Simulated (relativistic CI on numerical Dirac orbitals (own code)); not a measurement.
## Slater and spin-orbit integrals, Pd26+

Calculated at this level of theory: Dirac-Coulomb-Breit CI, separate exchange-only KLI orbitals for each configuration, QED by a radiative potential, unscaled Slater integrals (own radial code, finite nucleus).

Slater integrals F^k, G^k are unscaled and averaged over j, outside the closed core [Ne]; ζ comes from projecting the Hamiltonian with its Breit term on Σ l·s of the shell.

- 3s²3p⁶3d²: F^2(3d,3d) = 331100, F^4(3d,3d) = 213470, ζ(3d) = 23118 cm⁻¹; <r>(3d) = 0.3073, <r^2>(3d) = 0.1098 (bohr units).
- 3s²3p⁵3d³: ζ(3p) = 182560, F^2(3d,3d) = 330290, F^4(3d,3d) = 212920, F^2(3p,3d) = 290780, G^1(3p,3d) = 316360, G^3(3p,3d) = 209540, ζ(3d) = 22768 cm⁻¹; <r>(3p) = 0.3423, <r^2>(3p) = 0.1352, <r>(3d) = 0.308, <r^2>(3d) = 0.1103 (bohr units).
- 3s3p⁶3d³: F^2(3d,3d) = 329930, F^4(3d,3d) = 212690, G^2(3s,3d) = 238150, ζ(3d) = 22959 cm⁻¹; <r>(3s) = 0.3501, <r^2>(3s) = 0.1396, <r>(3d) = 0.3083, <r^2>(3d) = 0.1105 (bohr units).

(1) Give the Racah parameters of the d shell in 3s²3p⁶3d².

Averages of the first 10 configurations, taken without configuration mixing, which lowers the lowest level and can move excited configurations by several eV; other configurations of the list can lie among them:

```
Configuration  Parity  States  Average energy above the lowest level (eV)
    3s²3p⁶3d²    even      45                                        12.8
    3s²3p⁵3d³     odd     720                                       179.2
     3s3p⁶3d³    even     240                                       310.2
   3s²3p⁶3d4s    even      20                                       559.4
   3s²3p⁶3d4p     odd      60                                       606.1
   3s²3p⁶3d4d    even     100                                       670.6
   3s²3p⁶3d4f     odd     140                                       726.3
  3s²3p⁵3d²4s     odd     540                                       720.2
  3s²3p⁵3d²4p    even    1620                                       767.1
    3s²3p⁶4s²    even       1                                      1129.4
```

## Answers

(1) B = F²/49 − 5F⁴/441 = 4337 cm⁻¹ and C = 35F⁴/441 = 16942 cm⁻¹.
